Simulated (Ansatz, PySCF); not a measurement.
Species: C3H4N, charge 0, multiplicity 2. It need not be the lowest isomer of its formula. 
Structure (B3LYP-D3(BJ)/def2-TZVP (Ansatz, a program for electronic structure) minimum search):
```xyz
8

C     -1.5958     0.1356    -0.0750
C     -0.3195    -0.4769    -0.5251
N      0.8153     0.0496     0.1537
C      1.7356     0.4869     0.7180
H     -1.6177     0.8171     0.7603
H     -2.5138    -0.1446    -0.5697
H     -0.3272    -1.5646    -0.3723
H     -0.1705    -0.3286    -1.6017
```
Charge 0, spin multiplicity 2.

Dipole moments at this geometry, in debye (magnitudes).

| level | program | dipole (D) |
|---|---|---|
| SVWN5/def2-TZVPD | Ansatz | 4.02 |
| PBE/def2-TZVPD | PySCF | 3.94 |
| r2SCAN/def2-TZVPD | Ansatz | 3.96 |
| r2SCANh/def2-TZVPD | Ansatz | 3.93 |
| M06-2X/def2-TZVPD | PySCF | 3.81 |
| CCSD(T)/aug-cc-pVDZ | Ansatz | [?] |

Q: Fill in the missing entries.

A: 
- CCSD(T)/aug-cc-pVDZ, dipole (D): 3.92
